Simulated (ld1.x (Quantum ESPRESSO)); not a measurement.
Varying the PAW potential for In (Z = 49)

Base potential:

```
Element                 : In (Z = 49)
Generator               : ld1.x (Quantum ESPRESSO) 7.5
Type                    : PAW
Functional              : PBE
Relativity              : scalar-relativistic
Frozen core             : [Kr]
Valence charge          : 13
Reference configuration : 4d10 5s1 5p2
Partial waves           : 5s (bound): rcut 1.70, rcutus 2.20 bohr; 5s channel at -0.25 Ry: rcut 1.70, rcutus 2.20 bohr; 5p (bound): rcut 2.20, rcutus 2.45 bohr; 5p channel at 1.7 Ry: rcut 2.20, rcutus 2.45 bohr; 4d (bound): rcut 1.20, rcutus 1.70 bohr; 4d channel at 1.65 Ry: rcut 1.20, rcutus 1.70 bohr
Local potential         : all-electron potential smoothed inside 1.35 bohr (lloc = -1)
Core correction         : Bessel-smoothed model core inside 1.75 bohr
Augmentation charge     : BESSEL, radius 1.05 bohr
```

All-electron outer shells of the reference configuration (PBE, scalar-relativistic, ld1.x):

```csv
shell,level (eV),outermost node (bohr),outermost maximum (bohr)
4s,-121.34,0.41,0.77
4p,-79.81,0.42,0.82
4d,-20.24,0.40,0.94
5s,-9.20,1.02,2.13
5p,-3.22,1.14,2.78
```

Cutoffs, loose and tight: the cutoffs (Ry, on a coarse ladder) from which the occupation-weighted sum of valence levels, in a spherical-Bessel basis at the reference potential, stays within 10 and 1 mRy of its value at 400 Ry. They do not see the model core or the augmentation charge, which bear on the density cutoff. Test errors are all-electron minus pseudo excitation energies from the reference, over the configurations 4d10 5s2 5p1; 4d10 5s2 5p0; 4d10 5s1 5p0; 4d10 5s1 5p1; 4d10 5s0 5p0; 4d9 5s2 5p2; 4d9 5s0 5p0. A dash means not determined; rows that change the core or the reference have their own tests. The largest error is taken over the tests solved by every variant that gives reliable tests at all: 4d10 5s0 5p0; 4d10 5s1 5p0; 4d10 5s1 5p1; 4d10 5s2 5p0; 4d10 5s2 5p1.

A true bound ghost makes a file unfit for plane-wave use even where its test errors are small: the radial tests pick states by their node count and pass the ghost by.

Cutoffs are not given where the Bessel-basis levels miss the radial ones by over 6 mRy, ghosts where they miss by over 20 mRy; a channel whose overlap is not positive is not tested.

A file whose overlap is not positive is unfit for use, and its test errors describe a broken file.

```tsv
change	outcome	cutoff, loose	cutoff, tight	bound ghosts	largest test error (meV)
base	generated, overlap not positive	–	–	s (d not tested, overlap not positive)	+98
all radii but the core radius scaled by about 0.78 (s 1.72, p 1.90, d 1.32 bohr, rcut 1.32/1.72/0.94); local potential all-electron potential smoothed inside 1.04 bohr (lloc = -1); augmentation BESSEL, radius 0.82 bohr	failed: run_pseudo: Errors in PS-KS equation	–	–	–	–
all radii but the core radius scaled by about 0.86 (s 1.88, p 2.10, d 1.46 bohr, rcut 1.46/1.88/1.02); local potential all-electron potential smoothed inside 1.16 bohr (lloc = -1); augmentation BESSEL, radius 0.90 bohr	generated	70 Ry	110 Ry	s, p	test run stopped at test 1 of 7 (negative rho)
all radii but the core radius scaled by about 0.95 (s 2.10, p 2.34, d 1.62 bohr, rcut 1.62/2.10/1.16); local potential all-electron potential smoothed inside 1.30 bohr (lloc = -1); augmentation BESSEL, radius 1.00 bohr	generated, overlap not positive	–	–	s, p (d not tested, overlap not positive)	+200
all radii but the core radius scaled by about 1.22 (s 2.68, p 3.00, d 2.08 bohr, rcut 2.08/2.68/1.46); local potential all-electron potential smoothed inside 1.64 bohr (lloc = -1); augmentation BESSEL, radius 1.28 bohr	generated	30 Ry	40 Ry	s	-20
all radii but the core radius scaled by about 1.27 (s 2.78, p 3.10, d 2.16 bohr, rcut 2.16/2.78/1.52); local potential all-electron potential smoothed inside 1.72 bohr (lloc = -1); augmentation BESSEL, radius 1.34 bohr	generated	25 Ry	40 Ry	s	-20
all radii but the core radius scaled by about 1.37 (s 3.02, p 3.36, d 2.34 bohr, rcut 2.34/3.02/1.64); local potential all-electron potential smoothed inside 1.86 bohr (lloc = -1); augmentation BESSEL, radius 1.44 bohr	generated	18 Ry	35 Ry	s	-21
```

(1) What comes out with this change to the base: all radii but the core radius scaled by about 1.10 (s 2.42, p 2.68, d 1.86 bohr, rcut 1.86/2.42/1.32); local potential all-electron potential smoothed inside 1.48 bohr (lloc = -1); augmentation BESSEL, radius 1.16 bohr?

Answers

(1) outcome: generated, overlap not positive; bound ghosts: s (d not tested, overlap not positive); largest test error (meV): +66. A file whose overlap is not positive is unfit for use, and its test errors describe a broken file.

Reading the sweep of the scale of all radii but the core radius (base = 1) (base included, trends over the rows without a ghost): Bound ghosts are found at 0.86, 0.95, 1, 1.1, 1.22, 1.27, 1.37. Every judged row has one, so this setting neither creates nor removes them. The generation fails at 0.78.
